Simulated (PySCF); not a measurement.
**How methods differ on the ionisation energy of Sn³¹⁺**

Sn³¹⁺ [Ar] 3d1 (2D) → Sn³²⁺ [Ar] (1S), as a difference of total energies. All numbers are calculated (PySCF 2.14, the spin-free X2C one-electron Hamiltonian (Gaussian nucleus), in an uncontracted even-tempered set (18 s from 4.4 bohr⁻², ratio 2.5; 12 p from 5.7 bohr⁻², ratio 2.5; 8 d from 5.7 bohr⁻², ratio 2.5; 4 f from 20 bohr⁻², ratio 2.7; 3 g from 30 bohr⁻², ratio 2.7)). Correlated levels: outer shells: [Ne] frozen; virtual orbitals above 40 to 60 times the deepest correlated orbital energy dropped. The calculations carry no spin-orbit coupling.

```json
{"method": "UHF", "ionisation energy (eV)": "1837.7"}
{"method": "LDA", "ionisation energy (eV)": "1838.8"}
{"method": "PBE", "ionisation energy (eV)": "1839.5"}
{"method": "PBE0", "ionisation energy (eV)": "1839.4"}
{"method": "r2SCAN", "ionisation energy (eV)": "1840.0"}
{"method": "PBEsol", "ionisation energy (eV)": "1838.8"}
{"method": "r2SCAN0", "ionisation energy (eV)": "1839.8"}
{"method": "MP2 (outer shells)", "ionisation energy (eV)": "1837.6"}
{"method": "SCS-MP2 (outer shells)", "ionisation energy (eV)": "1837.6"}
```

A first-order spin-orbit estimate (lowest level to lowest level, LS coupling) adds 6.829 eV.

Breit and QED terms and the two-electron picture change are absent.

For comparison: 1844 ± 4 eV (theoretical estimate listed by NIST; NIST Atomic Spectra Database, ionization energies).
